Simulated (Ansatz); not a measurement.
Consider the atomization: `OBSCO` → B• + C• + 5 H• + 2 O• + S•.

Calculated with Ansatz (gas phase, PBE0-D4/def2-TZVP geometries, no zero-point term in ΔE). CCSD(T)/CBS is the MP2 limit (def2-TZVPP, def2-QZVPP) plus CCSD(T) − MP2 in def2-TZVPP, frozen cores. This one scheme is used for every species, atoms too. DFT in def2-TZVPP. Open shells (•) are unrestricted, without spin–orbit coupling. Spin–orbit coupling would lower the free atoms: a little for B, C, O, S. Each species was taken in one conformer, which may not be the lowest.

```json
{"level": "PBE-D4", "ΔE (eV)": "40.69"}
{"level": "HF/CBS(def2)", "ΔE (eV)": "28.17"}
```

(1) What does CCSD(T)/CBS give? (An estimate is asked.)

Largest T1 diagnostic among the species: 0.014.

Answers

(1) Computed: +39.59 eV. The listed levels differ from it by 1.10, -11.42 eV.

From PBE to PBE0 (25 % exact exchange), in def2-TZVPP and without D4, ΔE moves by −0.96 eV: exact exchange takes away binding that semilocal exchange gives to molecules. In def2-TZVPP, CCSD(T) changes the Hartree–Fock value by +10.36 eV (the triples alone add +0.69 eV) and MP2 by +11.37 eV; breaking electron pairs costs correlation energy, which Hartree–Fock lacks. The D4 term adds +0.32 eV with B3LYP and +0.16 eV with PBE0; it sums over pairs of atoms, weighted by their polarisabilities, and B3LYP, whose exchange is more repulsive, gets the larger term.

B3LYP here is the variant with VWN-RPA as its local correlation; programs differ in this.

For atomizations the MP2-based limit and the directly extrapolated one differ by several kJ/mol either way, and by 10 to 25 for some Ge, Se and Sn compounds, so smaller differences from it don't rank the levels.
